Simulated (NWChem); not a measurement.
Molecule: CH5BrSn; SMILES [CH3][SnH2][Br]

Results from NWChem. Structure relaxed at the PBE0/def2-SVP (def2 core potentials past Kr) level. B3LYP is NWChem's, with the RPA form of VWN correlation.

### Question
Estimate the computed values for B3LYP/STO-3G (all-electron, non-relativistic). Quantities: highest occupied level (eV); orbital gap (eV); dipole (D).

### Answer
```
Item                         Value
---------------------------  -----
highest occupied level (eV)  -4.38
orbital gap (eV)              8.16
dipole (D)                    2.52
```
